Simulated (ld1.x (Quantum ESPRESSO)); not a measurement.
**u(r) = r·R(r): atom against pseudo-atom (indium)**

Columns: radius, all-electron u(r) and pseudo u(r) of the 5s shell (level -11.39 eV) of indium in the configuration [Kr] 4d10 5s2 5p0.5; PBE, scalar-relativistic, TM scheme, ld1.x (Quantum ESPRESSO) 7.5.

```json
{"r (bohr)": "0.152", "all-electron": "0.0138", "pseudo": "0.0200"}
{"r (bohr)": "0.305", "all-electron": "0.1828", "pseudo": "0.0423"}
{"r (bohr)": "0.458", "all-electron": "-0.1218", "pseudo": "0.0693"}
{"r (bohr)": "0.610", "all-electron": "-0.3182", "pseudo": "0.1034"}
{"r (bohr)": "0.762", "all-electron": "-0.2969", "pseudo": "0.1477"}
{"r (bohr)": "0.915", "all-electron": "-0.1406", "pseudo": "0.2054"}
{"r (bohr)": "1.068", "all-electron": "0.0600", "pseudo": "0.2776"}
{"r (bohr)": "1.220", "all-electron": "0.2505", "pseudo": "0.3619"}
{"r (bohr)": "1.372", "all-electron": "0.4093", "pseudo": "0.4531"}
{"r (bohr)": "1.525", "all-electron": "0.5312", "pseudo": "0.5419"}
{"r (bohr)": "1.678", "all-electron": "0.6167", "pseudo": "0.6169"}
{"r (bohr)": "1.830", "all-electron": "0.6706", "pseudo": "0.6697"}
{"r (bohr)": "1.982", "all-electron": "0.6992", "pseudo": "0.6989"}
{"r (bohr)": "2.135", "all-electron": "0.7077", "pseudo": "0.7077"}
{"r (bohr)": "2.288", "all-electron": "0.7006", "pseudo": "0.7006"}
{"r (bohr)": "2.440", "all-electron": "0.6822", "pseudo": "0.6822"}
{"r (bohr)": "2.592", "all-electron": "0.6555", "pseudo": "0.6555"}
{"r (bohr)": "2.745", "all-electron": "0.6228", "pseudo": "0.6228"}
{"r (bohr)": "2.898", "all-electron": "0.5865", "pseudo": "0.5865"}
{"r (bohr)": "3.050", "all-electron": "0.5484", "pseudo": "0.5484"}
{"r (bohr)": "3.202", "all-electron": "0.5095", "pseudo": "0.5095"}
{"r (bohr)": "3.355", "all-electron": "0.4706", "pseudo": "0.4706"}
{"r (bohr)": "3.508", "all-electron": "0.4327", "pseudo": "0.4327"}
{"r (bohr)": "3.660", "all-electron": "0.3964", "pseudo": "0.3964"}
{"r (bohr)": "3.812", "all-electron": "0.3619", "pseudo": "0.3619"}
{"r (bohr)": "3.965", "all-electron": "0.3291", "pseudo": "0.3291"}
```

(1) How many radial nodes do the two functions have?

(2) At about which radius was the pseudo-wave matched?

(3) Where does each function peak?

(4) Is the pseudo-wave norm-conserving?

## Answers

(1) The all-electron 5s function has n − l − 1 = 4 (the table is too coarse to show those close to the nucleus); the pseudo-wave has 0, since the states of the same l below it are removed with the core.

(2) 2.25 bohr. The columns agree to 0.0005 from 1.98 bohr on; several derivatives are matched, so the curves merge somewhat inside the radius.

(3) Outermost all-electron maximum near 2.13 bohr, pseudo maximum near 2.13 bohr (to the table’s step).

(4) Yes: the TM scheme keeps the norm inside the radius equal to the all-electron one, which fixes the energy derivative of the logarithmic derivative at the level.
